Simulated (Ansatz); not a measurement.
GaOH₅⁺, that is Ga(H2O)H3 with one electron fewer. Charge 1, multiplicity 2. Geometry r2SCAN-D4/def2-TZVP, that of the neutral singlet; atoms count from 1.

Cartesian coordinates in Å:
```
Ga 0.7678 0.2898 -0.5124
O -0.8506 -0.1691 0.8799
H -0.8740 -1.1198 1.0481
H -1.6980 0.0527 0.4730
H 0.4470 1.8183 -0.6405
H 0.2739 -0.6707 -1.6596
H 1.9338 -0.2013 0.4115
```

Question: Estimate the Mulliken populations from the PBE0/def2-TZVP orbitals of Ansatz.

Answer: 
```tsv
atom	charge (e)	spin (α − β)
Ga1	0.38	0.18
O2	-0.53	0.02
H3	0.39	0.00
H4	0.39	0.00
H5	0.07	0.13
H6	0.23	0.54
H7	0.07	0.14
```
Mulliken values depend strongly on the basis.

Question: Where does the spin sit?

Answer: Summed by element: Ga 0.18, O 0.02, H 0.80, of 1 unpaired in all. Largest on single atoms: H6 0.54, Ga1 0.18, H7 0.14.

Question: And the Mayer bond orders between heavy atoms (over 0.3)?

Answer: Ga1–O2 0.43 (2.18 Å).
